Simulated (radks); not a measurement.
Er+, configuration [Xe] 4f11 5d2 (not the ground configuration).

Calculated with a radial shooting solver on a logarithmic mesh with Libxc functionals: Dirac Kohn-Sham, BLYP, spin-unpolarised, spherical densities, finite nucleus; open shells fill j = l - 1/2 first; Fermi nuclear charge, rms radius 5.2516 fm.

Energy parts (hartree):
| part | energy |
|---|---|
| total | -13098.8148 |
| kinetic | 14455.4379 |
| electron-nucleus | -32380.6892 |
| Hartree | 5106.1384 |
| exchange-correlation | -279.7019 |

Orbitals (lengths in bohr, moments of r in powers of bohr; r(max) is where P^2 peaks):
orbital	occ.	eigenvalue (hartree)	<r>	r(max)
1s1/2	2	-2106.151	0.02037	0.01286
2s1/2	2	-353.9875	0.08590	0.07342
2p1/2	2	-337.2419	0.07146	0.05512
2p3/2	4	-303.5383	0.07874	0.06134
3s1/2	2	-79.65456	0.2249	0.2074
3p1/2	2	-72.29467	0.2146	0.1950
3p3/2	4	-65.21793	0.2283	0.2080
3d3/2	4	-52.60693	0.2013	0.1642
3d5/2	6	-51.06040	0.2055	0.1678
4s1/2	2	-16.05275	0.5076	0.4741
4p1/2	2	-13.10922	0.5165	0.4762
4p3/2	4	-11.51048	0.5478	0.5038
4d3/2	4	-6.65944	0.5756	0.5063
4d5/2	6	-6.36804	0.5866	0.5152
5s1/2	2	-2.21218	1.239	1.105
5p1/2	2	-1.40363	1.395	1.202
5p3/2	4	-1.19660	1.504	1.288
4f5/2	6	-0.52747	0.7724	0.5027
4f7/2	5	-0.48526	0.7876	0.5078
5d3/2	2	-0.25801	2.644	1.884
5d5/2	0	-0.24662	2.739	1.950

The highest occupied level is 5d3/2 at -7.021 eV. The density falls to 0.001 e/bohr^3 at r = 4.20 bohr. Summed over all electrons, <r^2> = 51.69 bohr^2, which gives a Langevin (diamagnetic) susceptibility term of -40.9 x 10^-6 cm^3/mol. The electron density at the nucleus is 8.731e+05 e/bohr^3.
